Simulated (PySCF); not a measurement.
1,1,1,3,3,3-hexafluoropropane, C3H2F6.
SMILES: `FC(F)(F)CC(F)(F)F`

Vertical excitations from PySCF (density fitting, frozen core in the response, grid level 2 and gas phase unless stated; continuum runs use non-equilibrium linear response for the excitations) on a GFN2-xTB geometry. Reference run:

```csv
settings,"S1, eV (f)","S2, eV (f)","S3, eV (f)","S4, eV (f)","S5, eV (f)","S6, eV (f)","T1, eV (Tamm–Dancoff)",mean α (au)
"wB97X-D/def2-SVPD, full TDDFT, 8 singlets",11.22 (0.010),11.69 (0.075),12.00 (0.024),12.08 (0.000),12.16 (0.000),12.16 (0.000),10.95,42.4
```

Q: What do these settings give: PBE0/def2-SVPD, energy threshold 1e-07 Eh, full TDDFT, 12 singlets?

A: 
| settings | S1, eV (f) | S2, eV (f) | S3, eV (f) | S4, eV (f) | S5, eV (f) | S6, eV (f) | T1, eV (Tamm–Dancoff) | mean α (au) |
| --- | --- | --- | --- | --- | --- | --- | --- | --- |
| PBE0/def2-SVPD, energy threshold 1e-07 Eh, full TDDFT, 12 singlets | 10.65 (0.012) | 11.16 (0.062) | 11.47 (0.000) | 11.51 (0.011) | 11.62 (0.003) | 11.67 (0.000) | 10.42 | 42.6 |

S1 moves by -0.57 eV (PBE0 has 25 % exact exchange, wB97X-D range-separated exact exchange). States are counted by energy in each run and needn't keep their character from row to row.

Q: Give the leading configurations of S1 (H = HOMO, L = LUMO) and the HOMO–LUMO gap of each run.

A: 
```
                                                          settings  S1 configurations (weight)  S1 (eV)  orbital gap (eV)  S1 − gap (eV)
                         wB97X-D/def2-SVPD, full TDDFT, 8 singlets                    H→L 0.91    11.22             15.48          -4.26
PBE0/def2-SVPD, energy threshold 1e-07 Eh, full TDDFT, 12 singlets                    H→L 0.98    10.65             11.86          -1.21
```

Conformer computed: `[F:1][C:2]([F:3])([F:4])[CH2:5][C:6]([F:7])([F:8])[F:9]`: F1–C2–C5–C6 180°, C2–C5–C6–F7 61°.

wB97X-D is run here without its empirical dispersion term; that term would change no orbital, density or response property at a fixed geometry.
